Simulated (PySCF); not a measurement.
F₆S, charge +1, multiplicity 2. Atoms are numbered in the order given.

```xyz
7

F      0.0000    -1.5910     0.0000
S      0.0000     0.0000     0.0000
F      1.5910     0.0000     0.0000
F      0.0000     0.0000     1.5910
F     -1.5910     0.0000     0.0000
F      0.0000     0.0000    -1.5910
F      0.0000     1.5910     0.0000
```
Charge +1, spin multiplicity 2.

Geometry optimised at TPSSh-D3(BJ)/def2-SVP. The multiplicity is an assumed one; no other spin state was optimised.

All values below come from B3LYP/def2-TZVP in PySCF.

Isolated molecule, no solvent.

The total energy is -996.93498 hartree, the point group is Oh and the α spin, highest occupied and lowest empty level is -19.73 and -9.86 eV. The β spin, highest occupied and lowest empty level comes out as -19.28 and -17.60 eV and the dipole moment about the centre of nuclear charge is 0.00 D. The mean static polarisability is 47.9 bohr³ (7.09 Å³) and the polarisability, principal values comes out as 46.8, 46.8, 49.9 bohr³. The ⟨S²⟩ is 0.753 (pure state 0.75).
